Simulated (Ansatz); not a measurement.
Molecular dynamics of C2H6AlFSi

Input:

```yaml
crystal:
  periodic: [false, false, false]
  atoms:
    - { symbol: C, position_ang: [0.004493, -0.742609, 1.931403] }
    - { symbol: C, position_ang: [-0.700236, -1.233699, 0.891967] }
    - { symbol: Al, position_ang: [-0.628226, -0.480166, -0.860336] }
    - { symbol: F, position_ang: [-1.546647, -1.214914, -2.006893] }
    - { symbol: Si, position_ang: [0.6631, 1.349335, -1.367753] }
    - { symbol: H, position_ang: [0.670307, 0.135198, 1.831562] }
    - { symbol: H, position_ang: [-0.025333, -1.170198, 2.951167] }
    - { symbol: H, position_ang: [-1.33401, -2.11603, 1.114275] }
    - { symbol: H, position_ang: [0.326343, 2.520182, -0.566453] }
    - { symbol: H, position_ang: [2.085067, 1.118148, -1.141727] }
    - { symbol: H, position_ang: [0.550541, 1.777554, -2.756513] }
basis:
  gaussian: { orbitals: STO-3G }
hamiltonian:
  xc: pbe
  dispersion: d4
md:
  timestep: 0.25
  n_steps: 386
  ensemble: nve_milne
  temperature: 500.0
  initial_velocities: maxwell_boltzmann
  seed: 418149
  masses: [{ species: H, mass: 2.014 }]
scf:
  lower_state_search: "off"
```

Command:

```bash
$ ansatz run input.yaml --threads 1 --pin off --max-ram 2048MiB --backend cpu --events-out ev --progress --plain --runs-dir out
```

It starts from a relaxed structure.

Output, in part (step lines, the closing report, with atoms numbered from 0):

```
md step     0: t =     0.00 fs  T =   500.0 K  F+E_penalty+E_count = -19114.05327590 eV  E_kin = 0.581670 eV  conserved = -19113.47160590 eV  (15 SCF iters)
md step     1: t =     0.25 fs  T =   497.9 K  F+E_penalty+E_count = -19114.05078366 eV  E_kin = 0.579185 eV  conserved = -19113.47159848 eV  (12 SCF iters)
md step     2: t =     0.50 fs  T =   491.4 K  F+E_penalty+E_count = -19114.04330255 eV  E_kin = 0.571697 eV  conserved = -19113.47160583 eV  (13 SCF iters)
md step     3: t =     0.75 fs  T =   480.9 K  F+E_penalty+E_count = -19114.03111615 eV  E_kin = 0.559508 eV  conserved = -19113.47160855 eV  (13 SCF iters)
md step     4: t =     1.00 fs  T =   466.8 K  F+E_penalty+E_count = -19114.01466383 eV  E_kin = 0.543058 eV  conserved = -19113.47160617 eV  (13 SCF iters)
md step     5: t =     1.25 fs  T =   449.5 K  F+E_penalty+E_count = -19113.99451400 eV  E_kin = 0.522909 eV  conserved = -19113.47160540 eV  (13 SCF iters)
md step     6: t =     1.50 fs  T =   429.6 K  F+E_penalty+E_count = -19113.97133674 eV  E_kin = 0.499729 eV  conserved = -19113.47160803 eV  (13 SCF iters)
md step     7: t =     1.75 fs  T =   407.7 K  F+E_penalty+E_count = -19113.94587180 eV  E_kin = 0.474266 eV  conserved = -19113.47160585 eV  (13 SCF iters)
[... lines left out ...]
md step   383: t =    95.75 fs  T =   179.4 K  F+E_penalty+E_count = -19113.68034396 eV  E_kin = 0.208736 eV  conserved = -19113.47160788 eV  (13 SCF iters)
md step   384: t =    96.00 fs  T =   185.4 K  F+E_penalty+E_count = -19113.68724106 eV  E_kin = 0.215633 eV  conserved = -19113.47160787 eV  (13 SCF iters)
md step   385: t =    96.25 fs  T =   192.7 K  F+E_penalty+E_count = -19113.69574649 eV  E_kin = 0.224139 eV  conserved = -19113.47160793 eV  (13 SCF iters)
md step   386: t =    96.50 fs  T =   201.2 K  F+E_penalty+E_count = -19113.70565674 eV  E_kin = 0.234050 eV  conserved = -19113.47160723 eV  (13 SCF iters)
Total energy: -19113.70568046 eV, -702.4157280217 hartree
Atom 0 at    -0.011297    -0.593738     1.943904 Å, force    -1.395735    -0.924272    -4.682149 eV/Å
Atom 1 at    -0.602252    -1.253978     0.871248 Å, force    -0.096669    -0.546015     1.544612 eV/Å
Atom 2 at    -0.647639    -0.544199    -0.881322 Å, force     0.908293     1.298913     0.299468 eV/Å
Atom 3 at    -1.599374    -1.155476    -2.037285 Å, force    -0.585201    -0.533408    -0.559700 eV/Å
Atom 4 at     0.669975     1.309602    -1.315611 Å, force    -0.371437    -0.332708     0.068840 eV/Å
Atom 5 at     0.395609     0.390046     1.645698 Å, force     0.337531     0.094476     1.006513 eV/Å
Atom 6 at     0.133285    -1.044589     2.895647 Å, force     0.233168    -0.234958     1.792270 eV/Å
Atom 7 at    -1.082887    -2.288535     0.973998 Å, force     0.746519     1.013221     0.622405 eV/Å
Atom 8 at     0.368574     2.396752    -0.394031 Å, force    -0.006134     0.107706    -0.052396 eV/Å
Atom 9 at     2.082705     1.050846    -1.138402 Å, force     0.271642    -0.058395     0.034949 eV/Å
Atom 10 at     0.547030     1.844690    -2.660865 Å, force    -0.041978     0.115440    -0.074812 eV/Å
Dipole moment:    -0.134833    -0.207221    -0.048776 e Å
```

The steps, from the saved trajectory:

```
time (fs)  T (K)  potential energy less start (eV)  conserved less start (meV/atom)
      0.0    500                             0.000                             0.00
      3.0    292                             0.242                             0.00
      6.0    221                             0.325                             0.00
      9.0    204                             0.344                             0.00
     12.0    239                             0.303                             0.00
     15.0    293                             0.241                             0.00
     18.0    273                             0.264                             0.00
     21.0    284                             0.251                             0.00
     24.0    169                             0.385                             0.00
     27.0    291                             0.243                             0.00
     30.0    256                             0.284                             0.00
     33.0    160                             0.395                             0.00
     36.0    185                             0.367                             0.00
     39.0    253                             0.287                             0.00
     42.0    362                             0.160                             0.00
     45.0    271                             0.267                             0.00
     48.0    229                             0.315                             0.00
     51.0    184                             0.368                             0.00
     54.0    171                             0.383                             0.00
     57.0    265                             0.273                             0.00
     60.0    272                             0.265                             0.00
     63.0    257                             0.282                             0.00
     66.0    214                             0.333                             0.00
     69.0    243                             0.300                             0.00
     72.0    251                             0.290                             0.00
     75.0    163                             0.392                             0.00
     78.0    245                             0.297                             0.00
     81.0    297                             0.237                             0.00
     84.0    322                             0.207                             0.00
     87.0    303                             0.230                             0.00
     90.0    290                             0.245                             0.00
     93.0    194                             0.356                             0.00
     96.0    185                             0.366                             0.00
```

All steps were run. The conserved energy stayed within 0.00073 meV per atom of its start (net change -9.1e-05 meV per atom), so the integration is sound. The temperature averaged 0.48 of the 500 K drawn at the start: a run that starts near a minimum puts about half its kinetic energy into the potential. A run of 0.097 ps of so small a system gives no equilibrium averages. Limits of this set-up: minimal basis.

The same pairs are bonded in the first frame and the last. Pairs count as bonded within 1.25 times the sum of covalent radii (0.12 Å more for H–H).

Last frame:

```xyz
11
Properties=species:S:1:pos:R:3
C -0.011 -0.594 1.944
C -0.602 -1.254 0.871
Al -0.648 -0.544 -0.881
F -1.599 -1.155 -2.037
Si 0.670 1.310 -1.316
H 0.396 0.390 1.646
H 0.133 -1.045 2.896
H -1.083 -2.288 0.974
H 0.369 2.397 -0.394
H 2.083 1.051 -1.138
H 0.547 1.845 -2.661
```

The run took 8.2 min on 1 thread of Arm Neoverse V2, with other jobs on the host, peak memory 0.084 GiB.
